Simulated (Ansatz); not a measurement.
Na₈Cl₈ (started as a model of: 1x4x4 NaCl rock-salt block). The state is a triplet with charge 0. Geometry r2SCAN-D4/def2-SVP, that of the neutral singlet; atoms count from 1.

```xyz
16

Na    1.4874   -2.3370   -4.4349
Cl   -0.3189   -0.6101   -4.1061
Na   -2.5206    0.4039   -3.1269
Cl   -4.2133    2.1895   -2.5698
Cl    2.4077   -2.6556   -2.1102
Na    0.5197   -0.7977   -1.5366
Cl   -1.8684   -0.1707   -0.5435
Na   -3.5079    1.9692   -0.1577
Na    3.5080   -1.9693    0.1580
Cl    1.8689    0.1712    0.5433
Na   -0.5190    0.7986    1.5364
Cl   -2.4078    2.6559    2.1102
Cl    4.2131   -2.1899    2.5701
Na    2.5208   -0.4038    3.1268
Cl    0.3188    0.6100    4.1058
Na   -1.4884    2.3359    4.4351
```

At PBE0-D4/def2-SVP a singlet of charge 0 lies 5.74 eV below the triplet at the same geometry.

(1) Estimate the Mulliken populations from the PBE0/def2-SVP orbitals of Ansatz.

(2) Where does the spin sit?

(3) And the Mayer bond orders between heavy atoms (over 0.3)?

Answers

(1) 
```json
{"atom": "Na1", "charge (e)": "0.15", "spin (α − β)": "0.56"}
{"atom": "Cl2", "charge (e)": "-0.37", "spin (α − β)": "0.18"}
{"atom": "Na3", "charge (e)": "0.47", "spin (α − β)": "0.05"}
{"atom": "Cl4", "charge (e)": "-0.34", "spin (α − β)": "0.31"}
{"atom": "Cl5", "charge (e)": "-0.38", "spin (α − β)": "0.17"}
{"atom": "Na6", "charge (e)": "0.37", "spin (α − β)": "0.07"}
{"atom": "Cl7", "charge (e)": "-0.46", "spin (α − β)": "0.03"}
{"atom": "Na8", "charge (e)": "0.49", "spin (α − β)": "0.02"}
{"atom": "Na9", "charge (e)": "0.48", "spin (α − β)": "0.05"}
{"atom": "Cl10", "charge (e)": "-0.46", "spin (α − β)": "0.03"}
{"atom": "Na11", "charge (e)": "0.40", "spin (α − β)": "0.03"}
{"atom": "Cl12", "charge (e)": "-0.48", "spin (α − β)": "0.00"}
{"atom": "Cl13", "charge (e)": "-0.34", "spin (α − β)": "0.30"}
{"atom": "Na14", "charge (e)": "0.49", "spin (α − β)": "0.02"}
{"atom": "Cl15", "charge (e)": "-0.48", "spin (α − β)": "0.00"}
{"atom": "Na16", "charge (e)": "0.46", "spin (α − β)": "0.18"}
```
Mulliken values depend strongly on the basis.

(2) Summed by element: Na 0.98, Cl 1.02, of 2 unpaired in all. Largest on single atoms: Na1 0.56, Cl4 0.31, Cl13 0.30.

(3) Na3–Cl4 0.33 (2.52 Å); Cl4–Na8 0.33 (2.52 Å); Na8–Cl12 0.32 (2.61 Å); Na9–Cl13 0.33 (2.52 Å); Cl12–Na16 0.34 (2.52 Å); Cl13–Na14 0.33 (2.52 Å); Na14–Cl15 0.32 (2.61 Å); Cl15–Na16 0.33 (2.52 Å).
